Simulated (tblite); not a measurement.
Run record: tight-binding relaxation, `F[Si](F)(F)Br` (bromotrifluorosilane).

Computed with GFN2-xTB geometry optimisation, gas phase (tblite 0.8.0). Start geometry: from a force field or distance geometry. A driver script takes a list of jobs; this job's settings line and coordinates (Å) are shown.

Input:
```
{"job": {"kind": "relax", "xc": "GFN2-xTB", "basis": "xTB"}, "charge": 0, "multiplicity": 1}
F     -0.761200    -1.267000    -0.864700
Si    -0.118300     0.020000    -0.011800
F     -0.363000     1.484600    -0.792200
F     -0.860500     0.064200     1.502900
Br     2.111600    -0.298900     0.148600
```

Output:
```
step      E/eV     max force
  0    -549.81099    2.966
  1    -550.15744    2.142
  2    -550.31852    2.656
  3    -550.46656    0.533
  4    -550.47913    0.181
  5    -550.48121    0.183
  6    -550.48309    0.222
  7    -550.48689    0.185
  8    -550.48830    0.091
  9    -550.48869    0.063
 10    -550.48887    0.059
 11    -550.48918    0.086
 12    -550.48966    0.098
 13    -550.49012    0.071
 14    -550.49032    0.024
 15    -550.49034    0.006
```

«max force» is the largest atomic force in eV/Å.

Q: From which step on does the largest force stay under 0.1 eV/Å, and how much energy is left to gain from there?

A: From step 8 (0.091 eV/Å), 2.0 meV above the end.

Main results: energy lowered by 15.7 kcal/mol over 15 steps; largest atomic force 0.006 eV/Å at the end.

Hardware: an Arm Neoverse V1 with one thread, no GPU, shared host with 32 logical CPUs at a one-minute load of 9.1. Cost: under 0.1 s wall.
Labels such as C1 count atoms from 1, the log's own numbers from 0.
